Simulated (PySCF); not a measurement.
Electron correlation in Kr⁺ (krypton, charge +1)

[Ar] 3d10 4s2 4p4 5s1, high-spin 4P determinant (an excited configuration). Calculation: PySCF 2.14, in aug-cc-pVTZ-PP with one added diffuse shell each of s, d, f type with ECP10MDF (7s5p5d3f, 68 functions); scalar relativity through the core potential. Frozen: 3s2 3p6 3d10; 7 electrons correlated.

MP2 pair energies summed by pair of shells (mhartree):

```
 pair  energy  share (%)
4p-4p  -50.51       39.9
4s-4p  -50.48       39.9
4p-5s  -13.01       10.3
4s-4s   -8.35        6.6
4s-5s   -4.21        3.3
```

Total MP2 correlation energy: -126.57 mhartree.

Same-spin part -33.89 and opposite-spin part -92.67 mhartree; SCS-MP2 scales them by 1/3 and 6/5 to -122.51 mhartree.
